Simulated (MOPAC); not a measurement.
Input for MOPAC: AM1 on C2H5NO (a complex), monomers drawn apart or pushed together.

```
AM1 1SCF PRECISE CHARGE=0 THREADS=1
C2H5NO

C      0.07010140 1     0.08514312 1    -0.29363521 1
O     -0.82491142 1    -0.33684418 1     0.73504302 1
H      0.71436758 1    -0.73207132 1    -0.62933341 1
H      0.69364046 1     0.86771405 1     0.13481247 1
H     -0.47011255 1     0.49826948 1    -1.14963247 1
H     -1.39137244 1    -1.03840352 1     0.39949525 1
C     -0.16636268 1     0.26734540 1     3.44230301 1
N      0.14738977 1     0.53851435 1     4.51186989 1
H     -0.45598685 1     0.01194550 1     2.43495171 1
```

The log:

```
*******************************************************************************
 **                                                                           **
 **                              MOPAC v23.2.5                                **
 **                                                                           **
 *******************************************************************************
 ** MOPAC's Digital Object Identifier: https://doi.org/10.5281/zenodo.6511958 **
 **                                                                           **
 ** Please cite the open-source release paper for use of this MOPAC version:  **
 ** J. E. Moussa and J. J. P. Stewart (2026)                                  **
 ** MOPAC: An open-source semiempirical molecular orbital program             **
 ** J. Open Source Softw., 11(119), 8025, https://doi.org/10.21105/joss.08025 **
 *******************************************************************************

                              AM1 CALCULATION RESULTS

 *******************************************************************************
 *  AM1        - The AM1 Hamiltonian to be used
 *
 *
 *
 *                 CHARGE ON SYSTEM = 0
 *
 *
 *
 *  PRECISE    - TIGHTER CRITERIA TO BE USED
 *  1SCF       - DO 1 SCF AND THEN STOP
 *  THREADS=1  - MULTI-THREADING NOT USED
 *  T=         - A TIME OF 172800.0 SECONDS REQUESTED
 *  DUMP=N     - RESTART FILE WRITTEN EVERY 7200.0 SECONDS REQUESTED
 *******************************************************************************
AM1 1SCF PRECISE CHARGE=0 THREADS=1
 C2H5NO

   ATOM   CHEMICAL          X               Y               Z
  NUMBER   SYMBOL      (ANGSTROMS)     (ANGSTROMS)     (ANGSTROMS)

     1       C          0.07010140  *   0.08514312  *  -0.29363521  *
     2       O         -0.82491142  *  -0.33684418  *   0.73504302  *
     3       H          0.71436758  *  -0.73207132  *  -0.62933341  *
     4       H          0.69364046  *   0.86771405  *   0.13481247  *
     5       H         -0.47011255  *   0.49826948  *  -1.14963247  *
     6       H         -1.39137244  *  -1.03840352  *   0.39949525  *
     7       C         -0.16636268  *   0.26734540  *   3.44230301  *
     8       N          0.14738977  *   0.53851435  *   4.51186989  *
     9       H         -0.45598685  *   0.01194550  *   2.43495171  *



          CARTESIAN COORDINATES

    NO.       ATOM           X           Y           Z

     1         C          0.0701      0.0851     -0.2936
     2         O         -0.8249     -0.3368      0.7350
     3         H          0.7144     -0.7321     -0.6293
     4         H          0.6936      0.8677      0.1348
     5         H         -0.4701      0.4983     -1.1496
     6         H         -1.3914     -1.0384      0.3995
     7         C         -0.1664      0.2673      3.4423
     8         N          0.1474      0.5385      4.5119
     9         H         -0.4560      0.0119      2.4350

  H: (AM1): M.J.S. DEWAR ET AL, J. AM. CHEM. SOC. 107 3902-3909 (1985)
  C: (AM1): M.J.S. DEWAR ET AL, J. AM. CHEM. SOC. 107 3902-3909 (1985)
  N: (AM1): M.J.S. DEWAR ET AL, J. AM. CHEM. SOC. 107 3902-3909 (1985)
  O: (AM1): M.J.S. DEWAR ET AL, J. AM. CHEM. SOC. 107 3902-3909 (1985)

           Empirical Formula: C2 H5 N O  =     9 atoms



      MOLECULAR POINT GROUP   :   C1


      RHF CALCULATION, NO. OF DOUBLY OCCUPIED LEVELS = 12


 -------------------------------------------------------------------------------
 AM1 1SCF PRECISE CHARGE=0 THREADS=1
 C2H5NO



     1SCF WAS SPECIFIED, SO BFGS WAS NOT USED
     SCF FIELD WAS ACHIEVED


                              AM1 CALCULATION
                                                       MOPAC v23.2.5 Linux




          FINAL HEAT OF FORMATION =        -23.41341 KCAL/MOL =     -97.96169 KJ/MOL


          COSMO AREA              =        112.78 SQUARE ANGSTROMS
          COSMO VOLUME            =         91.46 CUBIC ANGSTROMS

          IONIZATION POTENTIAL    =         11.795747 EV
          HOMO LUMO ENERGIES (EV) =        -11.796  2.338
          NO. OF FILLED LEVELS    =         12
          MOLECULAR WEIGHT        =         59.0676         POINT GROUP:  C1

          MOLECULAR DIMENSIONS (Angstroms)

            Atom       Atom       Distance
            N     8    H     5     5.69522
            H     6    H     4     2.83726
            H     5    H     3     1.66785


          SCF CALCULATIONS        =          1





   ATOM   CHEMICAL          X               Y               Z
  NUMBER   SYMBOL      (ANGSTROMS)     (ANGSTROMS)     (ANGSTROMS)

     1       C          0.07010140  *   0.08514312  *  -0.29363521  *
     2       O         -0.82491142  *  -0.33684418  *   0.73504302  *
     3       H          0.71436758  *  -0.73207132  *  -0.62933341  *
     4       H          0.69364046  *   0.86771405  *   0.13481247  *
     5       H         -0.47011255  *   0.49826948  *  -1.14963247  *
     6       H         -1.39137244  *  -1.03840352  *   0.39949525  *
     7       C         -0.16636268  *   0.26734540  *   3.44230301  *
     8       N          0.14738977  *   0.53851435  *   4.51186989  *
     9       H         -0.45598685  *   0.01194550  *   2.43495171  *

                             CARTESIAN COORDINATES

   1    C        0.070101400     0.085143120    -0.293635210
   2    O       -0.824911420    -0.336844180     0.735043020
   3    H        0.714367580    -0.732071320    -0.629333410
   4    H        0.693640460     0.867714050     0.134812470
   5    H       -0.470112550     0.498269480    -1.149632470
   6    H       -1.391372440    -1.038403520     0.399495250
   7    C       -0.166362680     0.267345400     3.442303010
   8    N        0.147389770     0.538514350     4.511869890
   9    H       -0.455986850     0.011945500     2.434951710


           Empirical Formula: C2 H5 N O  =     9 atoms



      MOLECULAR POINT GROUP   :   C1


                  EIGENVALUES
 -38.32480 -36.35643 -27.91068 -20.82290 -18.77146 -15.95142 -15.91549 -13.43933
 -13.29364 -13.29116 -12.90393 -11.79575   2.33834   2.34225   2.71814   3.72004
   3.90675   4.19547   4.46750   5.71816   7.04754


              NET ATOMIC CHARGES AND DIPOLE CONTRIBUTIONS

  ATOM NO.   TYPE          CHARGE      No. of ELECS.   s-Pop       p-Pop
    1          C          -0.065407        4.0654     1.22491     2.84050
    2          O          -0.356235        6.3562     1.86326     4.49298
    3          H           0.061225        0.9388     0.93877
    4          H           0.097959        0.9020     0.90204
    5          H           0.062595        0.9374     0.93741
    6          H           0.212230        0.7878     0.78777
    7          C          -0.199869        4.1999     1.33812     2.86175
    8          N          -0.083296        5.0833     1.81531     3.26799
    9          H           0.270798        0.7292     0.72920
 DIPOLE           X         Y         Z       TOTAL
 POINT-CHG.    -0.126    -0.623    -3.168     3.231
 HYBRID        -0.405    -0.563    -1.150     1.343
 SUM           -0.531    -1.186    -4.319     4.510


          ATOMIC ORBITAL ELECTRON POPULATIONS

     Atom    s        px        py        pz
    1  C   1.22491   0.93013   0.99753   0.91283
    2  O   1.86326   1.52867   1.58432   1.37999
    3  H   0.93877
    4  H   0.90204
    5  H   0.93741
    6  H   0.78777
    7  C   1.33812   0.94006   0.93918   0.98252
    8  N   1.81531   1.06944   1.06823   1.13032
    9  H   0.72920

 **********************
 *                    *
 * JOB ENDED NORMALLY *
 *                    *
 **********************




 == MOPAC DONE ==
```

The run finished.

Cost: around 0.04 core-seconds (rough).
